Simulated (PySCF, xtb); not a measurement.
1-(hydroxymethyl)cyclopropan-1-ol (C4H8O2), SMILES OCC1(O)CC1. One conformer was computed; it need not be the lowest.

Harmonic wavenumbers (cm⁻¹) from xtb 6.7.1 with GFN2-xTB at its own minimum, in rising order: 71, 208, 254, 318, 338, 410, 435, 547, 762, 795, 894, 912, 939, 996, 1032, 1060, 1075, 1085, 1136, 1141, 1178, 1281, 1303, 1341, 1404, 1434, 1461, 1489, 2867, 2996, 3078, 3083, 3103, 3115, 3531, 3566.

Q: What does PySCF 2.14.0 with PBE-D3(BJ)/def2-SVP give at its own minimum? (An estimate is asked for; the answer gives what the named calculation found.)

A: 94, 134, 221, 331, 341, 417, 487, 540, 740, 752, 865, 880, 901, 960, 986, 1016, 1020, 1065, 1131, 1153, 1243, 1286, 1313, 1337, 1368, 1371, 1418, 1447, 2902, 3025, 3058, 3063, 3153, 3165, 3677, 3680. Paired by order, the mean absolute difference is 37 cm⁻¹ and the zero-point energies are 72.4 and 72.2 kcal/mol.
